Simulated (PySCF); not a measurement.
# A survey of 17O NMR shifts

[PySCF: shieldings: GIAO PBE0/pcSseg-1; structure optimised with GFN2-xTB; one computed conformer; one averaged value for each set of equivalent atoms; gas phase; non-relativistic Hamiltonian]

Shieldings were converted by a linear fit to measured shifts: 17O: δ = 266.70 − 0.911σ (rms 10.7 ppm, 155 shifts, 12.2 ppm with the 3 outliers that the fit left out vs liquid water, solution or neat liquid). Occasional misses reach two or three times the rms, and more in compound classes unlike the fitted ones.

Problem. Give the 17O shifts of `O=S(=O)(O)O`, `O=[S@@]1[C@H]2CC[C@]1(OCF)CC2`, `O=CO[SiH]1[SiH2][SiH2][SiH2]1`, `CC[SiH2]O[C@@H]1C[SiH2]1`, `CC[SiH2]O[C@@H]1C[SiH2]1`.

Solution. 
```json
{"compound": "[O:1]=[S:2](=[O:3])([OH:4])[OH:5]", "environment": "O1/3: S=O oxygen (×2)", "δ (ppm)": "156.5"}
{"compound": "[O:1]=[S:2](=[O:3])([OH:4])[OH:5]", "environment": "O4/5: oxygen bonded to S, H (×2)", "δ (ppm)": "142.3"}
{"compound": "[O:1]=[S@@:2]1[C@H:3]2[CH2:4][CH2:5][C@:6]1([O:7][CH2:8][F:9])[CH2:10][CH2:11]2", "environment": "O7: ether oxygen", "δ (ppm)": "68.0"}
{"compound": "[O:1]=[S@@:2]1[C@H:3]2[CH2:4][CH2:5][C@:6]1([O:7][CH2:8][F:9])[CH2:10][CH2:11]2", "environment": "O1: S=O oxygen", "δ (ppm)": "2.4"}
{"compound": "[O:1]=[CH:2][O:3][SiH:4]1[SiH2:5][SiH2:6][SiH2:7]1", "environment": "O1: carbonyl oxygen", "δ (ppm)": "387.2"}
{"compound": "[O:1]=[CH:2][O:3][SiH:4]1[SiH2:5][SiH2:6][SiH2:7]1", "environment": "O3: oxygen bonded to C, Si", "δ (ppm)": "158.5"}
{"compound": "CC[SiH2]O[C@@H]1C[SiH2]1", "environment": "oxygen bonded to C, Si", "δ (ppm)": "-16.7"}
{"compound": "CC[SiH2]O[C@@H]1C[SiH2]1", "environment": "oxygen bonded to C, Si", "δ (ppm)": "-16.7"}
```

Problem. Order these by 17O shift, lowest first.
A. CC(=O)CC([SiH3])[SiH3]
B. Cc1csc(C(=O)F)c1C
C. [SiH3]CCO[C@H]1C[SiH2]1
D. Cc1csc(C(=O)Cl)c1C

Solution. C (13.0 ppm, ether oxygen), B (333.3 ppm, carbonyl oxygen), D (440.3 ppm, carbonyl oxygen), A (542.4 ppm, ketone oxygen).
